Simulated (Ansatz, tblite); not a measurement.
Removing and adding an electron: Ge(NCS)H3 (CH₃GeNS). Charge 0, multiplicity 1. Geometry: PBE-D4/def2-SVP. Ansatz, gas phase; energy differences of separate SCF runs; the oxidised species was run as a doublet alone; the reduced species was run as a doublet alone.

```
atom   x (Å)   y (Å)   z (Å)
 Ge1  -0.144   1.154  -0.028
  N2   0.065  -0.666   0.028
  C3   0.228  -1.861   0.049
  S4   0.439  -3.435   0.078
  H5   1.229   1.779   0.310
  H6  -1.216   1.517   1.025
  H7  -0.601   1.513  -1.461
```

The xTB rows come from tblite. HOMO above LUMO, or a gap near zero within one spin, warns that the state may not be the lowest or that an electron is smeared out.

```json
{"level": "GFN1-xTB", "−HOMO (eV)": "11.14", "vertical IE (eV)": "14.64", "−LUMO (eV)": "7.24", "vertical EA (eV)": "4.01", "HOMO–LUMO gap (eV)": "3.90", "IE − EA (eV)": "10.63", "remarks": "–"}
{"level": "GFN2-xTB", "−HOMO (eV)": "10.82", "vertical IE (eV)": "13.78", "−LUMO (eV)": "6.88", "vertical EA (eV)": "3.76", "HOMO–LUMO gap (eV)": "3.94", "IE − EA (eV)": "10.01", "remarks": "–"}
{"level": "PBE-D4/def2-TZVP", "−HOMO (eV)": "6.10", "vertical IE (eV)": "9.20", "−LUMO (eV)": "1.23", "vertical EA (eV)": "–", "HOMO–LUMO gap (eV)": "4.87", "IE − EA (eV)": "–", "remarks": "–"}
{"level": "PBE-D4/def2-TZVPD", "−HOMO (eV)": "6.14", "vertical IE (eV)": "–", "−LUMO (eV)": "1.32", "vertical EA (eV)": "-0.63", "HOMO–LUMO gap (eV)": "4.82", "IE − EA (eV)": "–", "remarks": "HOMO above zero (-1 doublet), gap within one spin near zero (-1 doublet)"}
{"level": "r2SCAN-D4/def2-TZVP", "−HOMO (eV)": "6.36", "vertical IE (eV)": "9.26", "−LUMO (eV)": "1.04", "vertical EA (eV)": "–", "HOMO–LUMO gap (eV)": "5.32", "IE − EA (eV)": "–", "remarks": "–"}
{"level": "r2SCAN-D4/def2-TZVPD", "−HOMO (eV)": "6.38", "vertical IE (eV)": "–", "−LUMO (eV)": "1.10", "vertical EA (eV)": "-0.80", "HOMO–LUMO gap (eV)": "5.29", "IE − EA (eV)": "–", "remarks": "HOMO above zero (-1 doublet), gap within one spin near zero (-1 doublet)"}
{"level": "PBE0-D4/def2-TZVP", "−HOMO (eV)": "7.22", "vertical IE (eV)": "9.31", "−LUMO (eV)": "0.35", "vertical EA (eV)": "–", "HOMO–LUMO gap (eV)": "6.87", "IE − EA (eV)": "–", "remarks": "–"}
{"level": "PBE0-D4/def2-TZVPD", "−HOMO (eV)": "7.25", "vertical IE (eV)": "–", "−LUMO (eV)": "0.45", "vertical EA (eV)": "-0.84", "HOMO–LUMO gap (eV)": "6.79", "IE − EA (eV)": "–", "remarks": "HOMO above zero (-1 doublet)"}
```

   A HOMO above zero means that the electron is unbound at that level or that self-interaction error raises the level; the energy of removing that electron tells which. Raw xTB energy differences between charge states are shifted by several eV; the methods need an empirical correction for them. A negative affinity means that the extra electron isn't bound; its size then hangs on the basis.
